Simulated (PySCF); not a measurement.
**LC-wPBE on Mo (molybdenum, neutral)**

Configuration: [Kr] 4d4 5s2, high-spin 5D determinant (an excited configuration). All numbers are calculated (PySCF 2.14, scalar relativity by spin-free X2C-1e, in x2c-TZVPPall (8s6p6d2f1g, 79 functions)).

* Total energy: -4047.87 hartree
* One-electron energy: -5580.48 hartree
* Hartree (Coulomb) energy: 1656.85 hartree
* Exchange-correlation energy: -124.24 hartree
* ⟨S²⟩: 6.0121
* ⟨L²⟩: 6.700
* Sum of ⟨r⟩: 32.48 bohr
* Sum of ⟨r²⟩: 60.31 bohr²
* Traceless quadrupole moment −½Σ⟨3z² − r²⟩ along its main axis: 1.00 e·bohr²
* Langevin diamagnetic susceptibility: -47.8 ×10⁻⁶ cm³/mol

| shell | electrons | mean orbital energy (hartree) | spread (hartree) | rms radius, mean of both spins (bohr) |
| --- | --- | --- | --- | --- |
| 1s β | 1 | -727.72101 | 0 | 0.0404 |
| 1s α | 1 | -727.72059 | 0 | 0.0404 |
| 2s α | 1 | -103.07188 | 0 | 0.167 |
| 2s β | 1 | -103.05700 | 0 | 0.167 |
| 2p α | 3 | -92.19306 | 0.00641 | 0.148 |
| 2p β | 3 | -92.18219 | 0.00929 | 0.148 |
| 3s α | 1 | -17.79914 | 0 | 0.459 |
| 3s β | 1 | -17.79156 | 0 | 0.459 |
| 3p α | 3 | -14.23074 | 0.01855 | 0.464 |
| 3p β | 3 | -14.22210 | 0.01943 | 0.464 |
| 3d α | 5 | -8.41343 | 0.01738 | 0.455 |
| 3d β | 5 | -8.39977 | 0.02215 | 0.455 |
| 4s α | 1 | -2.69773 | 0 | 1.18 |
| 4s β | 1 | -2.61363 | 0 | 1.18 |
| 4p α | 3 | -1.73541 | 0.00916 | 1.33 |
| 4p β | 3 | -1.62196 | 0.03980 | 1.33 |
| 4d α | 4 | -0.38760 | 0.02080 | 2.00 |
| 5s α | 1 | -0.28113 | 0 | 3.67 |
| 5s β | 1 | -0.24418 | 0 | 3.67 |

Densities and radii are taken from the X2C orbitals without a picture-change correction, which distorts them close to the nucleus.
